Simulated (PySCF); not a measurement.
# Electronic absorption of C5H13NSi4

C5H13NSi4.
SMILES: `[SiH3][SiH2][SiH2][SiH2]C1=CC=CC=N1`

The calculation used TDDFT B3LYP/def2-SVPD, vertical, gas phase, core orbitals frozen in the response in PySCF 2.14.0, density-fitted response routines. The structure is a single PBE0-D3(BJ)/def2-SVP conformer in the gas phase; no vibrational or solvent corrections. Torsions of this conformer, `[SiH3:1][SiH2:2][SiH2:3][SiH2:4][c:5]1[cH:6][cH:7][cH:8][cH:9][n:10]1`: Si1–Si2–Si3–Si4 44°, Si2–Si3–Si4–C5 37°, Si3–Si4–C5–C6 133°.

| state | E (eV) | E (hartree) | f | main configurations (H = HOMO, L = LUMO) |
| --- | --- | --- | --- | --- |
| S1 | 4.42 | 0.1624 | 0.0053 | H→L (90%) |
| S2 | 4.79 | 0.1760 | 0.0006 | H→L+1 (90%) |
| S3 | 5.03 | 0.1850 | 0.049 | H-1→L (95%) |
| S4 | 5.22 | 0.1920 | 0.023 | H-2→L (78%) |
| S5 | 5.45 | 0.2002 | 0.017 | H-1→L+1 (85%) |
| S6 | 5.62 | 0.2064 | 0.012 | H-3→L (58%), H-2→L+1 (22%) |
| S7 | 5.80 | 0.2133 | 0.061 | H-2→L+1 (44%), H-3→L (22%), H-3→L+1 (11%) |
| S8 | 6.01 | 0.2210 | 0.0030 | H→L+2 (74%), H-3→L+1 (9%) |
| S9 | 6.07 | 0.2232 | 0.0027 | H-4→L (31%), H-3→L+1 (22%), H-5→L (18%) |
| S10 | 6.15 | 0.2261 | 0.0050 | H→L+3 (93%) |

Triplets (Tamm–Dancoff): T1 3.88 eV, H→L (82%), H-2→L (8%); T2 4.13 eV, H-2→L (23%), H-2→L+1 (19%), H-1→L (14%); T3 4.41 eV, H-2→L (29%), H-1→L (18%), H-2→L+1 (17%); T4 4.63 eV, H→L+1 (83%), H-2→L+1 (10%).

The lowest singlet lies at 4.42 eV (280 nm, ultraviolet) and is weak; its leading configuration is HOMO→LUMO (90%). The strongest level in the table is S7 at 5.80 eV (214 nm, f = 0.061). Löwdin shares by element: HOMO nitrogen 33%, silicon 21% or more, carbon 9% or more (atoms not listed hold the other 36%); LUMO carbon 50% or more, nitrogen 21% (atoms not listed hold the other 30%). Of the 10 states listed, 5 reach f = 0.01 and none stays under 0.0005. The listed states span 1.73 eV, and the widest gap between neighbours is 0.37 eV (S1 to S2). Weighted by f, the mean energy of these states is 5.44 eV. All these states lie below the vertical ionisation energy of 8.77 eV (ΔSCF). Only the lowest 10 singlets were computed, as vertical energies without vibronic structure.
